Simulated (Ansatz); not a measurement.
Cost and result up the ladder for the cluster Mg₅H₁₀ (the lowest singlet isomer of a short search) (15 atoms). The state is a singlet with charge 0. Geometry: r2SCAN-D4/def2-SVP.

```xyz
15

Mg   -1.335   -1.509    1.877
Mg   -0.347    1.963   -2.119
Mg   -0.428   -0.849   -0.968
Mg    1.543   -1.258    1.111
Mg    1.117    1.428    0.285
H     0.487   -2.074    2.299
H     0.053    2.747   -0.294
H    -0.074   -0.010    0.835
H    -2.461   -1.111    3.102
H    -1.412    0.400   -1.862
H     1.059    0.685   -1.434
H     2.406    0.410    1.180
H    -1.503   -1.958    0.076
H    -0.297    2.958   -3.511
H     1.191   -1.823   -0.577
```

Ansatz on 4 threads of Arm Neoverse V1 on a shared host. Times are rough, and most runs start from the orbitals of an earlier one. ωB97X-V/def2-TZVP serves as the yardstick here, not as an exact answer. Differences are given only for rows in sets of like size (and for xTB, whose basis is part of the method), since another set adds its own error. Binding counts from free atoms at the same level (Mg singlet, H doublet; other spins of the atoms weren't run), without zero-point energy or a counterpoise term.

Correlated methods freeze 5 core orbitals; core or outer-core shells of Mg are correlated, in sets that lack core-valence functions. The rows differ in basis, and correlated rows in double-zeta sets carry the largest basis error. The structure comes from a short search, and lower isomers may exist.

Correlated methods converge slowly with the basis, most of all in double-zeta sets.

```
                         level  functions  wall time  binding energy per atom (eV)  difference from ωB97X-V/def2-TZVP (eV)
                     HF/STO-3G         55      0.2 s                          2.86                                       –
               PBE-D4/def2-SVP        140      2.2 s                          1.87                                       –
                  HF/def2-TZVP        220      2.8 s                          1.49                                   -0.49
              PBE0-D4/def2-SVP        140      2.8 s                          1.89                                       –
           revPBE-D4/def2-TZVP        220      3.1 s                          1.91                                   -0.08
PBE-D4/def2-TZVP (with forces)        220      3.7 s                          1.89                                   -0.09
                 MP2/def2-TZVP        220      3.9 s                          1.78                                   -0.20
             PBE0-D4/def2-TZVP        220      5.5 s                          1.91                                   -0.07
           r2SCAN-D4/def2-TZVP        220        7 s                          2.00                                    0.02
             ωB97X-V/def2-TZVP        220       14 s                          1.98                                    0.00
              CCSD(T)/def2-SVP        140       66 s                          1.82                                       –
```
